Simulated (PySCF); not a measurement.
Potential energy of HgI⁺ along the bond

Set-up: PySCF, scalar-relativistic core potentials, basis sets Hg def2-SVP with ECP60, I def2-SVP with ECP28. Energies in eV from Hg⁺ + I in their ground configurations at the same level. State: ¹Σ⁺ (singlet), closed shell.

All columns are PBE0. A positive dipole points towards I; it is taken about the centre of mass and depends on that origin.

```csv
R (Å),E (eV),μ (D),Mulliken charge on Hg (basis-dependent),HOMO (eV),LUMO (eV),Mayer bond order,⟨S²⟩
2.247,-0.843,-2.45,0.79,-13.65,-10.18,1.53,0.00
2.352,-1.469,-2.49,0.78,-13.55,-10.36,1.45,0.00
2.456,-1.789,-2.51,0.77,-13.45,-10.54,1.37,0.00
2.535,-1.893,-2.51,0.76,-13.39,-10.66,1.32,0.00
2.613,-1.915,-2.49,0.75,-13.33,-10.78,1.27,0.00
2.691,-1.880,-2.46,0.74,-13.29,-10.89,1.22,0.00
2.796,-1.773,-2.40,0.73,-13.23,-11.04,1.17,0.00
2.927,-1.583,-2.28,0.72,-13.18,-11.20,1.11,0.00
3.083,-1.320,-2.10,0.70,-13.14,-11.38,1.05,0.00
3.292,-0.969,-1.79,0.68,-13.11,-11.59,0.98,0.00
```

A fit through these points gives, at Re = 2.600 Å, μ = -2.50 D and dμ/dR = 0.274 D/Å; the reduced mass is 77.94 u.

Question: How strong is the fundamental in the double-harmonic approximation, I = 42.26·(dμ/dR)²/μred km/mol?

Answer: I = 42.26·(0.274)²/77.94 = 0.0407 km/mol at PBE0.

These are scalar-relativistic numbers at best; spin–orbit coupling would shift them, the dissociation energy most. For an ion De counts to the pair picked by the measured ionisation energies or electron affinities, which need not be the lowest pair at this level.
